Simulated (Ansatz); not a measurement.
The molecule GeF, multiplicity 2 (the spin of the measured ground state). No spin–orbit coupling. Ge is treated without relativity.

```csv
level,bond energy D_e (kJ/mol)
SVWN5/def2-TZVPP,626.9
PBE/def2-TZVPP,541.6
r2SCAN/def2-TZVPP,519.2
B97M-V/def2-TZVPP,522.3
PBE0/def2-TZVPP,504.2
BHLYP/def2-TZVPP,474.1
CAM-B3LYP/def2-TZVPP,522.3
wB97X-V/def2-TZVPP,523.7
wB97M-V/def2-TZVPP,516.3
B2PLYP/def2-TZVPP,514.4
CCSD/def2-TZVPP,480.0
CCSD/def2-QZVPP,495.3
CCSD(T)/def2-TZVPP,494.9
CCSD(T)/def2-QZVPP,511.8
```

The rows run from 474.1 (BHLYP/def2-TZVPP) to 626.9 kJ/mol (SVWN5/def2-TZVPP). From def2-TZVPP to def2-QZVPP CCSD(T) changes by 16.9. The 10 functionals in def2-TZVPP without D3 or D4 span 152.8, from BHLYP to SVWN5.

D_e counts from the fitted minimum to each atom's lowest state at the same level, without counterpoise.

Correlated levels freeze the inner cores; with def2 sets outer-core shells near the valence are correlated too.

Programs: Ansatz (Gaussian basis) for Hartree–Fock, density functionals and correlated methods.

Ansatz is an electronic-structure program.
